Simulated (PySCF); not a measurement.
Be(Br)(iPr) (C3H7BeBr), SMILES [Be]([Br])[CH](C)C.

Geometry: PBE0-D3(BJ)/def2-SVP. Other conformers were not sampled.

Method: PBE0/def2-TZVP run with PySCF.

The molecule is in vacuum.

Computed frontier levels, gap, dipole moment and polarisability:
```json
{
  "highest_occupied_level": "-7.65 eV",
  "lowest_empty_level": "-0.21 eV",
  "orbital_gap": "7.44 eV",
  "dipole_moment": "1.06 D",
  "quadrupole, principal values (traceless, Buckingham form, about the centre of nuclear charge)": "-3.37, 1.15, 2.22 D·Å",
  "mean_static_polarisability": "70.4 bohr³ (10.43 Å³)",
  "polarisability_principal_values": "59.4, 66.6, 85.2 bohr³"
}
```
